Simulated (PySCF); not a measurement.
Se(Et)(SeH) (C2H6Se2), SMILES CC[Se][SeH].

Geometry: B3LYP-D3(BJ)/def2-SVP. The values are those of a single conformer.

Two levels are set side by side: TDA-PBE/def2-SVPD (PySCF) and TDA-B3LYP/def2-SVPD (PySCF). Vertical, same geometry. The lowest singlet is HOMO→LUMO 99 % with PBE and HOMO→LUMO 99 % with the other functional; states are paired by order. Differences are taken from unrounded values.

```tsv
quantity	TDA-PBE
lowest singlet excitation (eV)	3.41
lowest triplet excitation (TDA) (eV)	2.82
```

Problem. These are the TDA-PBE values. What does TDA-B3LYP give? (The exact figures need the calculation; the answer reports its results.)

Solution. 
```json
[
 {"quantity": "lowest singlet excitation (eV)", "TDA-B3LYP": "3.55", "TDA-PBE minus TDA-B3LYP": "-0.14"},
 {"quantity": "lowest triplet excitation (TDA) (eV)", "TDA-B3LYP": "2.94", "TDA-PBE minus TDA-B3LYP": "-0.13"}
]
```

Functionals without exact exchange tend to place singlet excitations lower, as here. Differences between two approximate levels are no errors against the true value.

Rough cost on one machine, each run with all the roots and properties that it gave: TDA-B3LYP against TDA-PBE about 3 times.
